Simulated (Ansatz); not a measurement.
`COC[SiH2]C` + `[SiH3]S` → `COCS[SiH3]` + `C[SiH3]`  (substitution at a C–Si bond)

Computed with Ansatz on PBE0-D4/def2-TZVP structures; ΔE is electronic, products minus reactants. CBS: MP2 limit from def2 TZ/QZ plus the TZ coupled-cluster correction, frozen cores. This one scheme is used for every species. Each species was taken in one conformer, which may not be the lowest.

```tsv
level	ΔE (kJ/mol)
CCSD(T)/def2-TZVPP	13.2
CCSD/CBS(def2)	15.5
```

**Question.** What does CCSD(T)/CBS give? (Estimate.)

**Answer.** The calculation gave: +12.9 kJ/mol. The listed levels differ from it by 0.3, 2.6 kJ/mol.

Largest T1 diagnostic among the species: 0.012.

The D4 term adds −3.0 kJ/mol with B3LYP and −1.4 kJ/mol with PBE0; it sums over pairs of atoms, weighted by their polarisabilities, and B3LYP, whose exchange is more repulsive, gets the larger term.

CCSD(T)/CBS has its own doubt, a few kJ/mol and more with outer-core shells, so smaller differences from it don't rank the levels.

B3LYP here is the variant with VWN-RPA as its local correlation; programs differ in this.
